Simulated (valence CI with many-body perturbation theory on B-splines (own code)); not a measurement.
Values are calculated unless marked as measured or tabulated.
Ru37+ in three bases

Method: relativistic CI+MBPT: five valence electrons over a frozen Dirac-Fock core [He], radial functions for each j: 9 s, 9 p, 8 d, 6 f, 3 g, 1 h, with the one-electron correlation potential Σ1, the two-electron term Σ2, the three-electron term Σ3, Breit, model QED; selected CI, second order for the rest, scaled by the run's own slope (own B-spline code, finite nucleus).

No measured spectrum was set against this ion. As an estimate, large intervals hold to a few tenths of a per cent, small ones and those within an open d or f shell to about a per cent. Among the levels kept, up to 5100 cm⁻¹ of a level comes from second order outside the variational space, and about a tenth of that is noise between levels of different J, which matters for small intervals.

The reference run has the lowest level (2s^2 2p1/2^2 2p3/2) J=3/2 and an ionisation energy of 5323.56 eV. Its largest variational space holds 27418 state functions.

Levels are named by their leading jj configuration (3d3/2^4 stands for four electrons in 3d with j = 3/2), which in mixed levels can hold well under half, so a name can repeat and another be missing. Letters in brackets count levels of one name in rising energy.

Changed runs:
A. basis 6 s, 6 p, 5 d, 3 f, 1 g
B. basis 5 s, 5 p, 4 d, 2 f

Excitation energies of the reference run in cm⁻¹, and shifts in cm⁻¹:

```
                       Level  Reference       A      B
  (2s^2 2p1/2 2p3/2^2) J=3/2     993598     -46   -196
  (2s^2 2p1/2 2p3/2^2) J=5/2    1127930    +110   +227
  (2s^2 2p1/2 2p3/2^2) J=1/2    1310180     +86   +311
        (2s^2 2p3/2^3) J=3/2    2308950     +46   +117
  (2s 2p1/2^2 2p3/2^2) J=5/2    2322290     -55   -187
  (2s 2p1/2^2 2p3/2^2) J=1/2    2727220     +22   +202
  (2s 2p1/2^2 2p3/2^2) J=3/2    2735970     +66   +245
(2s 2p1/2 2p3/2^3) J=3/2 [a]    3473490     -27    -65
    (2s 2p1/2 2p3/2^3) J=5/2    3675450    +127   +346
    (2s 2p1/2 2p3/2^3) J=1/2    3880510     +66   +279
(2s 2p1/2 2p3/2^3) J=3/2 [b]    3976960    +180   +574
          (2s 2p3/2^4) J=1/2    5020380     +97   +406
      Ionisation energy (eV)    5323.56  -0.029  -0.12
```
